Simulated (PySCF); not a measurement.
Species: C3H8SiTe.
Z-matrix (Å and degrees, PBE0-D3(BJ)/def2-SVP geometry), rows numbered from 1:
```
Te
Si  1  2.5126
C   2  1.8615  1  106.75
C   3  1.5112  2  119.76  1    78.36
C   4  1.4912  3   60.44  2   109.55
H   1  1.6660  2   91.71  3   171.99
H   2  1.4964  1  110.70  3   118.15
H   2  1.4942  1  109.42  3  -122.12
H   3  1.0959  2  115.26  1   -66.34
H   4  1.0947  3  118.30  5  -108.17
H   4  1.0932  3  117.44  5   108.85
H   5  1.0934  3  117.34  4  -108.99
H   5  1.0944  3  118.46  4   108.03
```

Theory: PBE0-D3(BJ)/def2-SVP geometry optimisation, gas phase, def2 core potentials past Kr (PySCF).

Masses are those of the commonest isotopes; rigid-rotor values at the optimised geometry. The values belong to one conformer with, in the numbering `[TeH:1][SiH2:2][CH:3]1[CH2:4][CH2:5]1`, H–Te1–Si2–C3 172°, Te1–Si2–C3–C4 78°.

Question: What are A, B and C (GHz)?

Answer: Ia = 82.25, Ib = 613.79, Ic = 668.30 u·Å²; 505379 MHz·u·Å²/I gives 6144, 823.4 and 756.2 MHz, that is A = 6.1444, B = 0.8234, C = 0.7562 GHz.

Question: What kind of rotor is it?

Answer: A near-prolate asymmetric top: κ = (2 × 823.4 − 6144 − 756.2)/(6144 − 756.2) = -0.98.

Question: Is it planar, by Δ = Ic − Ia − Ib?

Answer: Not planar: Δ = Ic − Ia − Ib = -27.74 u·Å². For a rigid frame Δ = −2 Σ m c², so Σ m c² = 13.87 u·Å² lies off the ab plane: 8.60 from hydrogen and 5.27 from heavier atoms. The atom farthest from that plane is 1.61 Å away.

Question: Which lines would a microwave search look for?

Answer: The dipole components are |μa| = 1.46 D, |μb| = 0.03 D, |μc| = 0.17 D. The squared components, which scale the intensities, stand as 1.00 : 0.00 : 0.01 (a : b : c). Some lines, for components of 0.1 D or more:

| type | branch | J(Ka,Kc) | MHz | lower level (cm⁻¹) |
| --- | --- | --- | --- | --- |
| a | R | 1(0,1) ← 0(0,0) | 1580 | 0.000 |
| a | R | 2(1,2) ← 1(1,1) | 3092 | 0.230 |
| a | R | 2(0,2) ← 1(0,1) | 3159 | 0.053 |
| a | R | 2(1,1) ← 1(1,0) | 3226 | 0.232 |
| c | Q | 2(1,2) ← 2(0,2) | 5254 | 0.158 |
| c | Q | 1(1,1) ← 1(0,1) | 5321 | 0.053 |
| c | R | 1(1,0) ← 0(0,0) | 6968 | 0.000 |
| c | R | 2(1,1) ← 1(0,1) | 8614 | 0.053 |
| c | Q | 2(2,1) ← 2(1,1) | 15963 | 0.340 |
| c | R | 2(2,0) ← 1(1,0) | 19190 | 0.232 |
| c | R | 2(2,1) ← 1(1,1) | 19256 | 0.230 |

Question: Estimate the classical rotational partition function at 25 K, 298.15 K and 500 K.

Answer: Point group C1, symmetry number σ = 1; q = (√π/σ)·√((kT/h)³/(ABC)), k/h = 20836.6 MHz/K: 10800 at 25 K, 444000 at 298.15 K, 964000 at 500 K.

No frequency check. These are rigid-rotor constants of the computed structure; measured ground-state constants (B0) also hold zero-point vibration.
